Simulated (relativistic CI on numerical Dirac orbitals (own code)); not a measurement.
# Ta²⁵⁺: computed level list

Calculated at this level of theory: Dirac-Coulomb-Breit CI, orbitals from a KLI potential per configuration, model QED (radiative potential, 1s self-energy scaled to tabulated hydrogen-like ionisation energies), unscaled Slater integrals (own radial code, finite nucleus).

Configuration list (outside the closed core [Ar] 3d10): 4s2.4p6.4d10.4f2, 4s2.4p6.4d10.4f.5s, 4s2.4p6.4d9.4f3, 4s2.4p6.4d10.5s2, 4s2.4p6.4d10.4f.5p, 4s2.4p6.4d10.5s.5p, 4s2.4p5.4d10.4f3, 4s2.4p6.4d10.4f.5d, 4s2.4p6.4d10.5p.5d, 4s2.4p6.4d9.4f2.5s, 4s2.4p6.4d10.4f.5f, 4s.4p6.4d10.4f3, 4s2.4p6.4d10.4f.6s, 4s2.4p6.4d9.4f2.5p, 4s2.4p6.4d10.4f.5g, 4s2.4p6.4d10.4f.6p, 4s2.4p6.4d10.4f.6d, 4s2.4p6.4d10.4f.7s, 4s2.4p6.4d10.4f.6g, 4s.4p6.4d10.4f.5s2, 4s.4p6.4d10.4f.5p2, 4s2.4p6.4d10.5p2, 4s2.4p6.4d9.5s.5p2, 4s2.4p6.4d10.5s.5d, 4s2.4p6.4d9.5s2.5d, 4s2.4p6.4d10.5d2, 4s2.4p6.4d9.5s.5d2. Double excitations out of closed p, d and f shells are left out; levels of such configurations are missing from the list, as are those of other unlisted configurations, and high levels can miss mixing partners.

The lowest level is 4s2.4p6.4d10.4f2 3H_4, with 89 % of that term; Hund's rules for 4s2.4p6.4d10.4f2 give 3H with J = 4, in agreement.

| No. | Configuration | Term | J | E (cm⁻¹) | % | Landé g | jj configuration (%) |
| --- | --- | --- | --- | --- | --- | --- | --- |
| 1 | 4s2.4p6.4d10.4f2 | 3H | 4 | 0 | 89 | 0.821 | 4f5/2^2 (97) |
| 2 | 4s2.4p6.4d10.4f2 | 3F | 2 | 18696 | 88 | 0.704 | 4f5/2^2 (85) |
| 3 | 4s2.4p6.4d10.4f2 | 3H | 5 | 22710 | 100 | 1.031 | 4f5/2 4f7/2 (100) |
| 4 | 4s2.4p6.4d10.4f2 | 1G | 4 | 35485 | 47 | 1.089 | 4f5/2 4f7/2 (97) |
| 5 | 4s2.4p6.4d10.4f2 | 3F | 3 | 35813 | 100 | 1.081 | 4f5/2 4f7/2 (100) |
| 6 | 4s2.4p6.4d10.4f2 | 3H | 6 | 42385 | 95 | 1.156 | 4f7/2^2 (68) |
| 7 | 4s2.4p6.4d10.4f2 | 3F | 4 | 62397 | 55 | 1.131 | 4f7/2^2 (100) |
| 8 | 4s2.4p6.4d10.4f2 | 1D | 2 | 68948 | 59 | 1.117 | 4f5/2 4f7/2 (74) |
| 9 | 4s2.4p6.4d10.4f2 | 3P | 0 | 73821 | 94 |  | 4f5/2^2 (80) |
| 10 | 4s2.4p6.4d10.4f2 | 3P | 1 | 83977 | 100 | 1.498 | 4f5/2 4f7/2 (100) |
| 11 | 4s2.4p6.4d10.4f2 | 1I | 6 | 85091 | 95 | 1.005 | 4f5/2 4f7/2 (67) |
| 12 | 4s2.4p6.4d10.4f2 | 3P | 2 | 100725 | 69 | 1.337 | 4f7/2^2 (87) |
| 13 | 4s2.4p6.4d10.4f2 | 1S | 0 | 177652 | 94 |  | 4f7/2^2 (80) |
| 14 | 4s2.4p6.4d10.4f.5s | 3F° | 2 | 907322 | 99 | 0.663 | 4f5/2 5s (99) |
| 15 | 4s2.4p6.4d10.4f.5s | 3F° | 3 | 910489 | 72 | 1.057 | 4f5/2 5s (97) |
| 16 | 4s2.4p6.4d10.4f.5s | 3F° | 4 | 933548 | 99 | 1.248 | 4f7/2 5s (99) |
| 17 | 4s2.4p6.4d10.4f.5s | 1F° | 3 | 939423 | 72 | 1.020 | 4f7/2 5s (97) |
| 18 | 4s2.4p6.4d10.4f.5p | 3G | 3 | 1247973 | 69 | 0.833 | 4f5/2 5p1/2 (99) |
| 19 | 4s2.4p6.4d10.4f.5p | 3F | 2 | 1253559 | 53 | 0.853 | 4f5/2 5p1/2 (99) |
| 20 | 4s2.4p6.4d10.4f.5p | 3D | 3 | 1275892 | 47 | 1.179 | 4f7/2 5p1/2 (99) |
| 21 | 4s2.4p6.4d10.4f.5p | 3G | 4 | 1279790 | 41 | 1.093 | 4f7/2 5p1/2 (99) |
| 22 | 4s2.4p6.4d10.4f.5p | 3F | 3 | 1436141 | 41 | 0.969 | 4f5/2 5p3/2 (98) |
| 23 | 4s2.4p6.4d10.4f.5p | 3F | 2 | 1447026 | 44 | 0.921 | 4f5/2 5p3/2 (99) |
| 24 | 4s2.4p6.4d10.4f.5p | 3G | 4 | 1451046 | 57 | 1.099 | 4f5/2 5p3/2 (80) |
| 25 | 4s2.4p6.4d10.4f.5p | 3D | 1 | 1458779 | 99 | 0.495 | 4f5/2 5p3/2 (99) |
| 26 | 4s2.4p6.4d10.4f.5p | 3D | 3 | 1469465 | 50 | 1.174 | 4f7/2 5p3/2 (98) |
| 27 | 4s2.4p6.4d10.4f.5p | 1G | 4 | 1470852 | 58 | 1.101 | 4f7/2 5p3/2 (80) |
| 28 | 4s2.4p6.4d10.4f.5p | 3G | 5 | 1475442 | 100 | 1.198 | 4f7/2 5p3/2 (100) |
| 29 | 4s2.4p6.4d10.4f.5p | 1D | 2 | 1490165 | 59 | 1.050 | 4f7/2 5p3/2 (99) |
| 30 | 4d9.4f3(4I°) | 5H° | 3 | 1512708 | 49 | 0.699 | 4d5/2^5 4f5/2^3 (67) |

Energies count from the lowest computed level; ° marks odd parity. Percentages are summed over parent terms; the parents shown are those of the largest component, closed shells are left out there. Filled j subshells are mostly left out of the jj labels.

The mean weight of the leading LS term, summed over parents, in these 30 levels is 73 %, and that of the leading jj configuration (from the same eigenvectors) 91 %, so jj coupling describes them better and the LS labels are nominal.

At this charge energies of transitions that change n are usually good to better than 1 %, and those within a shell (Δn = 0) to a few per cent. Terms inside the open d or f shell come out 10 to 20 % too wide with unscaled integrals.

Landé's interval rule says that E(J) − E(J−1) = AJ with one A. For the ground term the intervals give A = 4542.1, 3279.1 cm⁻¹ for J = 5, 6; the multiplet is regular.

LS names give the leading component of a level, which can be under half, so a name can repeat, a term be missing and a line seem to break the LS rules.
